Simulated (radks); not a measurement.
The numbers below are computed, except where a source is named.
Nd, 60 electrons, occupied as [Kr] 4d10 4f4 5s1.5 5p6 6s2 5d0.5 (fractional occupations, a model configuration).

Code: a radial shooting solver on a logarithmic mesh with Libxc functionals. Model: Dirac Kohn-Sham, PBE, spin-unpolarised, spherical densities, point nucleus; open shells fill j = l - 1/2 first.

Energy parts (hartree):
part                       energy
total                  -9629.1968
kinetic                10385.3972
electron-nucleus      -23525.7051
Hartree                 3734.1416
exchange-correlation    -223.0305

Orbitals (lengths in bohr, moments of r in powers of bohr; <r^-3> diverges for s and p1/2; r(max) is where P^2 peaks; r(90%) holds 90 % of the orbital's charge):
orbital  occ.  eigenvalue (hartree)  <r^-3>  r(90%)   <1/r>   r(max)
1s1/2       2             -1593.637       -  0.0426   66.06  0.01509
2s1/2       2             -257.6875       -   0.156   15.64  0.08565
2p1/2       2             -243.7759       -   0.139   15.62  0.06508
2p3/2       4             -224.6627    7951   0.147   14.03  0.07053
3s1/2       2             -55.94372       -   0.391   5.665   0.2439
3p1/2       2             -50.00654       -   0.384   5.578   0.2308
3p3/2       4             -46.19089    1633   0.401   5.182   0.2425
3d3/2       4             -35.85928   270.2   0.374   5.052   0.1941
3d5/2       6             -35.03451   243.9   0.380   4.952   0.1974
4s1/2       2             -11.17008       -   0.873   2.352   0.5656
4p1/2       2              -8.93022       -   0.908   2.246   0.5731
4p3/2       4              -8.10368   354.7   0.949   2.114   0.5981
4d3/2       4              -4.42462   48.92    1.06   1.894   0.6143
4d5/2       6              -4.27863   43.67    1.07   1.861   0.6225
4f5/2       4              -0.12428   5.043    1.91   1.266   0.6600
4f7/2       0              -0.10919   4.868    1.95   1.250   0.6652
5s1/2     1.5              -1.53242       -    2.11  0.9057    1.319
5p1/2       2              -0.93177       -    2.42  0.7956    1.444
5p3/2       4              -0.81848   48.03    2.56  0.7488    1.516
5d3/2     0.5              -0.09344   2.482    4.95  0.4401    2.134
5d5/2       0              -0.08630   2.136    5.12  0.4273    2.183
6s1/2       2              -0.13597       -    6.36  0.2908    3.704
6p1/2       0              -0.05226       -    8.65  0.2170    4.731
6p3/2       0              -0.04545   2.892    9.13  0.2052    4.978

The highest occupied level is 5d3/2 at -2.543 eV. The configuration is held as typed, so some empty levels lie below it. Summed over all electrons, <r^2> = 89.06 bohr^2, which gives a Langevin (diamagnetic) susceptibility term of -70.5 x 10^-6 cm^3/mol. The density falls to 0.001 e/bohr^3 at r = 5.37 bohr.
